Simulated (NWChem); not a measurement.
Molecule: C$_{4}$H$_{5}$F; SMILES C=C/C=C/F

```xyz
10

C     -0.2684     2.4519     0.0000
C      0.3782     1.2771     0.0000
C     -0.2761    -0.0217     0.0000
C      0.4035    -1.1716     0.0000
F     -0.2144    -2.3664     0.0000
H     -1.3546     2.5060     0.0000
H      0.2677     3.3958     0.0000
H      1.4685     1.2719     0.0000
H     -1.3634    -0.0588     0.0000
H      1.4862    -1.2654     0.0000
```
Atoms are numbered in this order, from 1.

Structure relaxed at the B3LYP/6-31G* (spherical d) level.

Question: Give the principal values of the shielding tensors (ppm) of C1, C2, C3, C4, F5 from LDA (Slater exchange, VWN5)/pcSseg-1, GIAO (NWChem), with their diamagnetic and paramagnetic parts as GIAO splits them.

Answer: 
```tsv
atom	σ11	σ22	σ33	isotropic	diamagnetic	paramagnetic
C1	-53.2	56.2	156.2	53.1	255.4	-202.4
C2	-75.0	33.4	157.6	38.7	256.1	-217.4
C3	-35.4	65.0	134.8	54.8	256.2	-201.4
C4	-74.7	45.3	60.6	10.4	250.6	-240.2
F5	161.2	229.8	385.5	258.9	473.4	-214.6
```
